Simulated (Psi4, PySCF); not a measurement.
Two rigid molecules brought together: H3B ··· H3B (SMILES B and B). Monomers: optimised at B3LYP-D3(BJ) (def2-TZVP), held rigid. Orientation: lowest of the rigid-body minima from ten starts at GFN2-xTB. The monomers approach along the line of their centres of mass (distance R); nothing else relaxes.

- MP2/aug-cc-pVTZ = DF-MP2/aug-cc-pVTZ, frozen core, counterpoise-corrected (Psi4)
- RHF/LANL2DZ = restricted Hartree-Fock/LANL2DZ, no counterpoise correction (PySCF)
- SCS-MP2/aug-cc-pVTZ = DF-SCS-MP2/aug-cc-pVTZ, frozen core, counterpoise-corrected in Psi4 1.11
- CCSD(T)/aug-cc-pVDZ = DF-CCSD(T)/aug-cc-pVDZ, frozen core, counterpoise-corrected (Psi4)

Interaction energies in kJ/mol:

```tsv
R / Å	MP2/aug-cc-pVTZ	RHF/LANL2DZ	SCS-MP2/aug-cc-pVTZ
2.16	-54.16	17.43	-40.54
2.33	-39.43	11.10	-29.15
2.52	-26.58	7.16	-19.30
2.73	-17.37	4.16	-12.49
3.03	-10.15	1.27	-7.41
3.33	-6.40	-0.25	-4.84
3.82	-3.24	-0.92	-2.59
4.51	-1.29	-0.60	-1.08
5.53	-0.38	-0.16	-0.32
6.85	-0.10	-0.03	-0.09
```

**Question.** Estimate the CCSD(T)/aug-cc-pVDZ values at these points.

**Answer.** 2.16: -46.40; 2.33: -34.64; 2.52: -23.37; 2.73: -15.06; 3.03: -8.73; 3.33: -5.66; 3.82: -3.10; 4.51: -1.33; 5.53: -0.40; 6.85: -0.11 (kJ/mol).
